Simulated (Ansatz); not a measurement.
Conformers of `CN[SiH2]NC`, each relaxed with PBE0-D4/def2-TZVP in Ansatz. CBS adds the triple-zeta coupled-cluster correction to the MP2 limit.

Not all of them had a frequency check.

Conformer A:

```xyz
15

C    -1.028   -1.712   -1.372
N    -0.937   -0.488   -0.611
Si    0.305    0.682   -0.742
N     0.539    1.423    0.780
C     0.889    0.731    2.000
H    -1.382   -2.543   -0.752
H    -0.037   -1.983   -1.741
H    -1.691   -1.636   -2.243
H    -1.803   -0.211   -0.176
H     1.452   -0.104   -1.290
H     0.060    1.843   -1.650
H     0.718    2.414    0.797
H     0.576   -0.313    1.924
H     0.373    1.159    2.865
H     1.966    0.740    2.209
```

Conformer B:

Z-matrix (Å, degrees):
```
C
N 1 1.445
H 1 1.092 2 109.4
H 1 1.097 2 113.4 3 -119.7
H 1 1.095 2 111.3 3 118.4
Si 2 1.710 1 125.6 3 23.2
H 2 1.008 1 113.9 3 -175.8
N 6 1.710 2 108.1 1 -150.2
H 6 1.495 2 103.3 1 -24.6
H 6 1.495 2 117.8 1 93.4
C 8 1.445 6 125.6 2 -150.1
H 8 1.008 6 117.8 2 49.6
H 11 1.092 8 109.4 6 23.2
H 11 1.095 8 111.3 6 141.6
H 11 1.097 8 113.4 6 -96.6
```

(1) Which is lowest in electronic energy at CCSD(T)/CBS (frozen core, def2 sets), and by how much? (Best estimate.)

(2) Give the energies relative to A (kJ/mol) with B3LYP-D4/def2-TZVPP, B3LYP/def2-TZVPP, MP2/def2-TZVPP, CCSD/def2-TZVPP, HF/def2-QZVPP, MP2/def2-QZVPP, HF/CBS(def2). (Best estimate.)

Results:

(1) Ansatz gave: A; B lies 2.2 kJ/mol higher.

(2) Computed: 
```csv
level,B
B3LYP-D4/def2-TZVPP,2.8
B3LYP/def2-TZVPP,1.8
MP2/def2-TZVPP,2.3
CCSD/def2-TZVPP,2.0
HF/def2-QZVPP,1.7
MP2/def2-QZVPP,2.3
HF/CBS(def2),1.7
```

B3LYP here is the variant with VWN-RPA as its local correlation; programs differ in this.
